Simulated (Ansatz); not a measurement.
The first iterations of a band of F3HOSi + H2S (9 atoms, charge 0, multiplicity 1).

Level of theory: RHF/def2-SVP (Ansatz).

* movable images: 5
* climbing image: yes
* spring: 5.0 eV/Å²
* optimiser: quadratic models (default)
* start path: through a guess of the saddle point
* force threshold: 0.05 eV/Å
* iteration limit: 60
* end points: relaxed

Image 0:

```xyz
9
Properties=species:S:1:pos:R:3
Si -0.768 0.365 -0.955
O 0.125 1.392 -0.104
F 0.070 -0.912 -1.347
F -1.254 1.056 -2.295
F -2.055 -0.107 -0.180
H 1.516 -0.411 1.954
S 0.808 -1.529 2.127
H 0.170 2.313 -0.309
H 1.388 -2.167 1.108
```

Image 6:

```xyz
9
Properties=species:S:1:pos:R:3
Si -0.954 -0.586 -0.497
O 1.355 1.105 0.555
F 0.028 -0.196 -1.683
F -1.498 0.785 0.093
F -2.196 -1.311 -1.163
H 0.846 1.872 0.774
S -0.153 -1.899 0.916
H 1.754 1.291 -0.283
H 0.819 -1.060 1.286
```

| iteration | highest image above the first end (eV) | largest band force component (eV/Å) |
| --- | --- | --- |
| 1 | 10.607 | 33.993 |
| 2 | 2.765 | 14.486 |
| 3 | 1.929 | 5.687 |
| 4 | 1.523 | 1.839 |
| 5 | 1.457 | 0.624 |
| 6 | 1.474 | 2.258 |
| 7 | 1.400 | 1.128 |
| 8 | 1.538 | 1.069 |
| 9 | 2.144 | 1.183 |
| 10 | 2.397 | 0.742 |
| 11 | 2.409 | 0.493 |
| 12 | 2.417 | 0.392 |

Problem. Does the band converge within its limit, and where does its top end?

Solution. The run converged. It ended after 37 iterations with the highest image 2.085 eV above the first end. Neighbouring images differ by up to 1.9 eV, so the band resolves the path poorly. A vibrational analysis at the climbing image gives one clearly imaginary mode, 1504i cm⁻¹: a first-order saddle point. The orbitals stay closed-shell, which can raise the energy where a bond breaks towards radicals; this wasn't checked here.

Time of the run: 6.9 min on 2 threads of Arm Neoverse N1, on a shared host, peak memory 0.24 GiB.
